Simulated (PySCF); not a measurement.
Bonds (- single, = double, # triple, : aromatic): Si1-C2 1.894 Å, C2:C3 1.393 Å, C3:C4 1.385 Å, C4:C5 1.379 Å, C5:P6 1.734 Å, P6:C7 1.734 Å, C7:C2 1.386 Å. Si1 carries H8, H9, H10; C3 carries H11; C4 carries H12; C5 carries H13; C7 carries H14.

[PySCF 2.14: GFN2-xTB structure; shielding tensors at PBE0/pcSseg-1 (GIAO); no relativistic terms; single conformer; gas phase; one averaged value for each set of equivalent atoms]

Shifts are taken against calculated references (same method and geometry level): ¹³C, ¹H, ²⁹Si against TMS; H3PO4 for ³¹P.

| atoms | nucleus | count | δ (ppm) |
| --- | --- | --- | --- |
| Si1 | ²⁹Si | 1 | -63.6 |
| H13 | ¹H | 1 | ? |
| C2 | ¹³C | 1 | ? |
| C7 | ¹³C | 1 | 173.3 |
| H14 | ¹H | 1 | 9.53 |
| C3 | ¹³C | 1 | 140.3 |
| H12 | ¹H | 1 | ? |
| C5 | ¹³C | 1 | 166.5 |
| P6 | ³¹P | 1 | ? |
| C4 | ¹³C | 1 | 136.9 |
| H8/H9/H10 | ¹H | 3 | 4.63 |
| H11 | ¹H | 1 | 8.00 |

Fill in the missing shifts.

Answers


- C2: 142.1 ppm, substituted aromatic carbon
- H13: 9.29 ppm, hydrogen on an aromatic CH; ring-current deshielding
- H12: 8.15 ppm, hydrogen on an aromatic CH; it sits in the deshielding region of the aromatic ring current
- P6: 231.9 ppm, phosphorus bonded to 2 C, in a 6-membered ring

Shifts are as computed. Against solution values, carbons near 30 ppm lie about +3 ppm off and those near 130 ppm about +5 ppm. Of 1211 compounds with measured shifts, 218 miss one by over three times the rms of a fit or turn the order of signals round; such compounds aren't used in these exercises. Experimental scales use liquid or dissolved standards, which lie at an offset from isolated H3PO4.
